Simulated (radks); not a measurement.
All-electron atom: Re in [Xe] 4f14 5d5 6s1.5 6p0.5 (fractional occupations, a model configuration).

Calculated with a radial shooting solver on a logarithmic mesh with Libxc functionals: Dirac Kohn-Sham, PBEsol, spin-unpolarised, spherical densities, point nucleus; open shells fill j = l - 1/2 first.

Energy parts (Ry):
| part | energy |
|---|---|
| total | -33425.7989 |
| kinetic | 37807.0340 |
| electron-nucleus | -83642.1326 |
| Hartree | 13065.2874 |
| exchange-correlation | -655.9878 |

Orbitals (lengths in bohr, moments of r in powers of bohr; <r^-3> diverges for s and p1/2; r(90%) holds 90 % of the orbital's charge):
orbital,occ.,eigenvalue (Ry),<r^-3>,r(90%),small-component weight
1s1/2,2,-5257.889,-,0.0329,8.02e-02
2s1/2,2,-910.9964,-,0.118,1.82e-02
2p1/2,2,-871.6705,-,0.104,1.83e-02
2p3/2,4,-765.9033,17100,0.115,1.65e-02
3s1/2,2,-210.8914,-,0.290,6.01e-03
3p1/2,2,-193.3512,-,0.281,5.96e-03
3p3/2,4,-170.3848,3889,0.302,5.43e-03
3d3/2,4,-140.9419,674.0,0.275,5.32e-03
3d5/2,6,-135.9558,570.4,0.281,5.17e-03
4s1/2,2,-43.99599,-,0.633,1.99e-03
4p1/2,2,-36.68370,-,0.648,1.90e-03
4p3/2,4,-31.31887,908.9,0.696,1.70e-03
4d3/2,4,-19.31982,138.7,0.740,1.50e-03
4d5/2,6,-18.32872,114.9,0.757,1.45e-03
4f5/2,6,-3.22229,21.57,0.948,1.05e-03
4f7/2,8,-3.03766,20.54,0.963,1.03e-03
5s1/2,2,-6.27433,-,1.49,4.57e-04
5p1/2,2,-4.06432,-,1.66,3.79e-04
5p3/2,4,-3.25624,134.1,1.81,3.22e-04
5d3/2,4,-0.46646,9.479,3.00,1.47e-04
5d5/2,1,-0.40162,7.454,3.16,1.35e-04
6s1/2,1.5,-0.46799,-,4.53,5.28e-05
6p1/2,0.5,-0.14860,-,6.56,2.60e-05
6p3/2,0,-0.10760,6.461,7.51,2.00e-05

The highest occupied level is 6p1/2 at -2.022 eV. Summed over all electrons, <r^2> = 72.10 bohr^2, which gives a Langevin (diamagnetic) susceptibility term of -57.1 x 10^-6 cm^3/mol. The density falls to 0.001 e/bohr^3 at r = 4.78 bohr.
